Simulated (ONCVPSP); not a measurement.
**barium (Ba): excitation energies, all-electron against ONCV**

* Element: Ba (Z = 56)
* Generator: ONCVPSP 4.0.1
* Type: optimised norm-conserving Vanderbilt (ONCV)
* Functional: PW91
* Relativity: fully relativistic
* Frozen core: [Kr] 4d10
* Valence charge: 10
* Reference configuration: 5s2 5p6 (charge +2)
* Partial waves: 5s: rc 2.25 bohr, ncon 3, nbas 6, qcut 4.4 1/bohr, 2 projectors, debl 3.2 Ha; 5p: rc 3.10 bohr, ncon 5, nbas 9, qcut 5.3 1/bohr, 2 projectors, debl 1.8 Ha; d scattering state at 0.2 Ha: rc 2.40 bohr, ncon 5, nbas 8, qcut 4.4 1/bohr, 2 projectors, debl 2.3 Ha; f scattering state at 0.12 Ha: rc 3.30 bohr, ncon 4, nbas 8, qcut 3.3 1/bohr, 3 projectors, debl 3 Ha
* Local potential: polynomial inside 2.05 bohr (lpopt 5, dvloc0 6 Ha)
* Core correction: Teter function fitted to the true core (icmod 2), fcfact 0.35

Open shells are filled in proportion to 2j + 1.

In the p channel the program set the typed energies aside and used -1.114, 0.050 Ha (j = l + 1/2; the other j can differ). In the d channel the program set the typed energies aside and used 0.050, 2.350 Ha (j = l + 1/2; the other j can differ). In the f channel the program set the typed energies aside and used -0.381, 2.619, 5.619 Ha (j = l + 1/2; the other j can differ).

Energies are relative to the spin-unpolarised reference configuration 5s2 5p6; without spin polarisation the order of configurations can differ from experiment.

```csv
valence configuration,charge,ΔE all-electron (eV),error AE − PS (meV)
5s2 5p6 6s1,+1,-10.018,+6.9
5s2 5p6 6s1.5,+0.5,-13.257,+8.6
5s2 5p6 6p1,+1,-7.425,+0.3
```

Q: What are ΔE and the potential's error for 5s2 5p6 6s2?

A: ΔE = -15.410 eV all-electron; the error (AE − PS) is +9.6 meV.
